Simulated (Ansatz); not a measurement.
Worked example: C4H6F4 → C3H3F3 + CH3F

Species: C4H6F4 `FCC(F)C(F)CF`, singlet; C3H3F3 `F/C=C(/F)CF`, singlet; CH3F (fluoromethane) `CF`, singlet. 

Shapes, held fixed at every level: PBE0-D4/def2-TZVP. Flexible molecules stand in one conformer, not always the lowest. Programs: Ansatz 0.2.0. Electronic energies: no zero-point or thermal term.

At CCSD(T)/CBS estimate; 1 Eh = 2625.50 kJ/mol:

```
species  energy (Eh)
 C4H6F4  -554.966092
 C3H3F3  -415.280650
   CH3F  -139.634611
```

Task: Work out ΔE of the reaction at this level.

Result: 
1. Products less reactants: (-415.280650) + (-139.634611) − [(-554.966092)] = 0.050831 Eh = +133.5 kJ/mol.

Other levels give +116.1 (B3LYP-D4/def2-TZVPP) to +136.2 kJ/mol (PBE0-D4/def2-TZVPP). No measured value is set beside it here. The CBS estimate extrapolates MP2 from def2-TZVPP and def2-QZVPP and adds CCSD(T) − MP2 in the triple-zeta set, cores frozen.
